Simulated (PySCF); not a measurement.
Harmonic spectrum computed at PBE0 in the def2-TZVP basis family (core potentials from Rb on, PySCF, no spin–orbit coupling):

```
symmetry  ω (cm⁻¹)  IR (km/mol, summed over degenerate members)
       π       777                                         26.4
      σ+      1877                                         68.1
      σ+      2890                                          8.0
```

Task: Which molecule gave it? In each, all ligands are bound to the one heavy central atom.
A. HCO (doublet)
B. HBO (singlet)
C. HCrO (quartet)
D. HScO (singlet)

Result: B. It has C∞v symmetry with B–H 1.173 Å, B–O 1.198 Å.
